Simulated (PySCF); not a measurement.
Delta-SCF ions had no search for a lower state. 

Z-matrix (Å, degrees):
```
N
C 1 1.3348
C 1 1.3353 2 119.42
C 3 1.3899 1 122.25 2 0.08
C 2 1.3910 1 122.18 3 -0.09
H 4 1.0912 3 119.96 1 -179.98
H 5 1.0912 2 119.91 1 -179.96
C 5 1.3924 7 121.43 2 -180.00
H 8 1.0926 5 120.56 7 -0.01
H 2 1.0929 1 116.03 3 179.78
H 3 1.0934 1 116.10 2 -179.75
Ga 1 2.1624 2 121.59 10 -2.15
C 12 1.9945 1 98.50 2 -106.04
H 13 1.1022 12 111.93 1 62.10
H 13 1.1027 14 107.19 12 -121.40
H 13 1.1027 14 107.85 15 -114.83
C 12 1.9957 13 117.71 14 -44.16
H 17 1.1028 12 109.25 13 -79.93
H 17 1.1029 18 106.60 12 122.00
H 17 1.1030 18 106.43 19 115.44
C 12 1.9960 13 117.34 14 167.17
H 21 1.1024 12 112.00 13 -159.89
H 21 1.1029 22 106.99 12 120.39
H 21 1.1030 22 107.99 23 114.32
```
Charge 0, spin multiplicity 1.

Task: Predict the HOMO, vertical ionisation energy (Delta-SCF), charge on the central atom (Mulliken), S1 oscillator strength and HOMO–LUMO gap from M06-2X/def2-TZVP // PBE0-D3(BJ)/def2-SVP (PySCF 2.14.0).

Result: 
* **HOMO**: -7.67 eV
* **vertical ionisation energy (Delta-SCF)**: 8.52 eV
* **charge on the central atom (Mulliken)**: 0.54 e
* **S1 oscillator strength**: 0.046
* **HOMO–LUMO gap**: 6.68 eV
